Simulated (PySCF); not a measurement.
## BCl₄⁻: fields on a plane

Method: PBE0 in PySCF with B def2-SVPD, Cl def2-SVPD; no relativity; density-fitted integrals.

The singlet minimum has B–Cl 1.867 Å (×4); Cl–B–Cl 109.5° (×6).

The plane holds B1 at (0.00, 0.00), Cl2 at (1.87, 0.00), Cl3 at (-0.62, 1.76) Å. Columns run from x = -2.55 to 4.05 Å, rows from y = 4.05 (top) to -1.95 Å, in steps of 0.3 Å. Other isomers or separated fragments may lie lower.

Give the electron localisation function (set to 0 where the density is under 0.005 e/Å³). Every second row and column.


```
0.00 0.00 0.00 0.00 0.00 0.00 0.00 0.00 0.00 0.00 0.00 0.00
0.00 0.00 0.15 0.27 0.34 0.24 0.00 0.00 0.00 0.00 0.00 0.00
0.00 0.35 0.56 0.73 0.78 0.66 0.26 0.00 0.00 0.00 0.00 0.00
0.31 0.68 0.87 0.16 0.83 0.83 0.24 0.00 0.00 0.00 0.00 0.00
0.43 0.78 0.89 0.82 0.13 0.71 0.04 0.22 0.56 0.35 0.00 0.00
0.22 0.63 0.80 0.79 0.88 0.38 0.22 0.81 0.86 0.64 0.22 0.00
0.00 0.05 0.18 0.57 0.13 0.37 0.81 0.16 0.55 0.78 0.31 0.00
0.00 0.01 0.06 0.27 0.94 0.11 0.88 0.80 0.10 0.78 0.32 0.00
0.00 0.01 0.06 0.28 0.37 0.27 0.66 0.86 0.91 0.73 0.29 0.00
0.00 0.01 0.03 0.07 0.10 0.04 0.17 0.70 0.75 0.55 0.14 0.00
0.00 0.00 0.01 0.02 0.02 0.01 0.01 0.25 0.37 0.16 0.00 0.00
```

Give the electrostatic potential (V) (cut at 20 V). Every second row and column.


```
-3.0 -3.2 -3.4 -3.5 -3.6 -3.6 -3.5 -3.3 -3.1 -2.9 -2.7 -2.5
-3.4 -3.6 -3.6 -3.6 -4.0 -4.2 -4.0 -3.7 -3.5 -3.2 -3.0 -2.7
-3.8 -3.9 -2.2  1.0 -1.6 -4.4 -4.6 -4.2 -3.9 -3.5 -3.2 -2.9
-4.3 -3.8  8.8 20.0 20.0 -2.2 -4.9 -4.7 -4.4 -4.0 -3.5 -3.1
-4.6 -3.8 20.0 20.0 20.0  0.5 -4.6 -4.8 -4.7 -4.4 -3.8 -3.4
-4.6 -4.5  2.2 20.0 13.8  0.6 -2.3  0.1 -1.1 -3.7 -3.9 -3.5
-4.5 -4.5 -2.7  6.2 20.0 18.8  8.3 20.0 20.0  1.1 -3.6 -3.5
-4.5 -4.5 -2.6 10.2 20.0 20.0 15.4 20.0 20.0  4.0 -3.4 -3.5
-4.5 -4.7 -3.5  1.0 10.2  5.6  1.6 15.7 10.2 -2.0 -3.8 -3.5
-4.5 -4.8 -4.5 -3.3 -2.5 -3.0 -3.9 -3.9 -4.2 -4.4 -3.9 -3.4
-4.2 -4.7 -4.9 -4.8 -4.6 -4.5 -4.6 -4.7 -4.6 -4.2 -3.7 -3.2
```

The lowest empty level of this anion is unbound, so it and the gap depend on the basis.
